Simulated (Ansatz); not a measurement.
Born–Oppenheimer molecular dynamics of AlF₃ (4 atoms, charge 0, multiplicity 1). It goes on from the last frame of an earlier run, with new velocities.

The calculation used RKS r2SCAN-D4/def2-mTZVP in Ansatz.

```
ensemble        : NVT, Langevin thermostat
time step       : 1 fs
steps asked     : 100
set temperature : 1000 K
friction        : 0.01 /fs
seed            : 432854
```

First frame:

```xyz
4
Properties=species:S:1:pos:R:3
Al 0.011 -0.024 0.004
F -0.018 0.019 1.631
F 1.383 0.012 -0.830
F -1.379 0.003 -0.805
```

Task: How far do the bonds stretch over the last three quarters of this one trajectory? (Pairs bonded in most of those frames.)

Result: 
```tsv
bond	mean (Å)	spread (Å)	shortest	longest
Al1–F2	1.646	0.033	1.59	1.73
Al1–F3	1.636	0.034	1.58	1.68
Al1–F4	1.642	0.040	1.58	1.71
```

Mean temperature of the second half: 611 K. The mean temperature of the second half is 39 % below the set value. A run of 0.1 ps of so small a system gives no equilibrium averages.

Time of the run: 2.3 min on 2 threads of Arm Neoverse V2, on a shared host, peak memory 0.14 GiB.
